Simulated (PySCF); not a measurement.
The dipole of `[Si@@H]1(C2CC2)O[SiH2]CC1` from its density and from atomic charges.

Coordinates (GFN2-xTB, Å) and charges (e) from the PBE0/pcSseg-1 density (PySCF):

```json
{"atom": "C1", "x": "-2.605", "y": "-0.627", "z": "-0.400", "Mulliken": "-0.5586", "IAO": "-0.5561", "Hirshfeld": "-0.1641", "ESP-fitted": "-0.2481"}
{"atom": "C2", "x": "-1.194", "y": "-1.220", "z": "-0.530", "Mulliken": "-0.5589", "IAO": "-0.5566", "Hirshfeld": "-0.1653", "ESP-fitted": "-0.1790"}
{"atom": "Si3", "x": "0.011", "y": "0.249", "z": "-0.700", "Mulliken": "+1.0799", "IAO": "+1.1280", "Hirshfeld": "+0.4202", "ESP-fitted": "+0.5627"}
{"atom": "C4", "x": "1.644", "y": "0.024", "z": "0.187", "Mulliken": "-0.5594", "IAO": "-0.4388", "Hirshfeld": "-0.1361", "ESP-fitted": "-0.3631"}
{"atom": "C5", "x": "2.791", "y": "-0.579", "z": "-0.571", "Mulliken": "-0.2129", "IAO": "-0.2842", "Hirshfeld": "-0.0891", "ESP-fitted": "-0.3735"}
{"atom": "C6", "x": "2.817", "y": "0.869", "z": "-0.220", "Mulliken": "-0.1985", "IAO": "-0.2782", "Hirshfeld": "-0.0850", "ESP-fitted": "-0.2464"}
{"atom": "O7", "x": "-0.883", "y": "1.392", "z": "0.067", "Mulliken": "-0.7411", "IAO": "-0.8895", "Hirshfeld": "-0.3194", "ESP-fitted": "-0.4843"}
{"atom": "Si8", "x": "-2.445", "y": "1.078", "z": "0.441", "Mulliken": "+0.8522", "IAO": "+0.9976", "Hirshfeld": "+0.4048", "ESP-fitted": "+0.5457"}
{"atom": "H9", "x": "-3.273", "y": "-1.317", "z": "0.116", "Mulliken": "+0.1438", "IAO": "+0.1475", "Hirshfeld": "+0.0362", "ESP-fitted": "+0.0654"}
{"atom": "H10", "x": "-3.021", "y": "-0.487", "z": "-1.399", "Mulliken": "+0.1443", "IAO": "+0.1465", "Hirshfeld": "+0.0380", "ESP-fitted": "+0.0728"}
{"atom": "H11", "x": "-0.956", "y": "-1.779", "z": "0.377", "Mulliken": "+0.1413", "IAO": "+0.1450", "Hirshfeld": "+0.0377", "ESP-fitted": "+0.0613"}
{"atom": "H12", "x": "-1.152", "y": "-1.935", "z": "-1.352", "Mulliken": "+0.1437", "IAO": "+0.1491", "Hirshfeld": "+0.0371", "ESP-fitted": "+0.0508"}
{"atom": "H13", "x": "0.177", "y": "0.712", "z": "-2.081", "Mulliken": "-0.1154", "IAO": "-0.1570", "Hirshfeld": "-0.0854", "ESP-fitted": "-0.0855"}
{"atom": "H14", "x": "1.601", "y": "-0.228", "z": "1.240", "Mulliken": "+0.1461", "IAO": "+0.1547", "Hirshfeld": "+0.0475", "ESP-fitted": "+0.2110"}
{"atom": "H15", "x": "3.460", "y": "-1.248", "z": "-0.050", "Mulliken": "+0.1318", "IAO": "+0.1500", "Hirshfeld": "+0.0481", "ESP-fitted": "+0.1795"}
{"atom": "H16", "x": "2.628", "y": "-0.850", "z": "-1.602", "Mulliken": "+0.1305", "IAO": "+0.1411", "Hirshfeld": "+0.0435", "ESP-fitted": "+0.1573"}
{"atom": "H17", "x": "3.501", "y": "1.200", "z": "0.547", "Mulliken": "+0.1317", "IAO": "+0.1511", "Hirshfeld": "+0.0499", "ESP-fitted": "+0.1513"}
{"atom": "H18", "x": "2.675", "y": "1.589", "z": "-1.012", "Mulliken": "+0.1335", "IAO": "+0.1451", "Hirshfeld": "+0.0463", "ESP-fitted": "+0.1465"}
{"atom": "H19", "x": "-2.540", "y": "1.042", "z": "1.897", "Mulliken": "-0.1155", "IAO": "-0.1505", "Hirshfeld": "-0.0836", "ESP-fitted": "-0.1104"}
{"atom": "H20", "x": "-3.242", "y": "2.125", "z": "-0.187", "Mulliken": "-0.1182", "IAO": "-0.1447", "Hirshfeld": "-0.0811", "ESP-fitted": "-0.1143"}
```

Task: What dipole does each set of charges give (1 e·Å = 4.803 D), and what does the density give?

Result: The full density gives (0.00, -1.53, 0.00) D, 1.53 D in size; dipole vectors point from the negative to the positive end.

```csv
scheme,μx,μy,μz,size (D),share of the full size (%),angle to the full dipole (°)
Mulliken,-0.33,-0.27,-1.11,1.19,77,77
IAO,-0.88,-1.25,-0.59,1.64,107,40
Hirshfeld,0.06,-0.60,-0.11,0.61,40,12
ESP-fitted,0.02,-1.53,-0.03,1.53,100,1
```

Task: Which set comes closest?

Result: Length of the difference vector: ESP-fitted 0.04 D, Hirshfeld 0.94 D, IAO 1.10 D, Mulliken 1.71 D. Closest: ESP-fitted. ESP charges are fitted to the potential around the molecule, whose slowest-falling term is the dipole's. The schemes that divide the density aren't constrained to reproduce the dipole.

Task: What is left for the Hirshfeld atoms' own dipoles?

Result: The shares of the density sum to the whole, so what Σ q r misses lies in dipoles about the nuclei. The atomic dipoles sum to (0.00, -1.53, 0.00) − (0.06, -0.60, -0.11) = (-0.06, -0.93, 0.11) D, 0.94 D in size.

Task: With the origin at the mean of the coordinates, (0.000, 0.001, -0.262) Å, which are the largest single terms, by size, of the Mulliken dipole along the direction of the full one?

Result: O7 +4.97, Si8 -4.45, C2 -3.27, C1 -1.66, H12 +1.34 D; all 20 atoms together +0.27 D. The single terms depend on the origin, their sum doesn't.

Task: Give the size of the full dipole in other units.

Result: 1.53 D = 0.603 au = 0.319 e·Å = 5.11 × 10⁻³⁰ C·m.

Isolated species at its GFN2-xTB geometry (one conformer only).
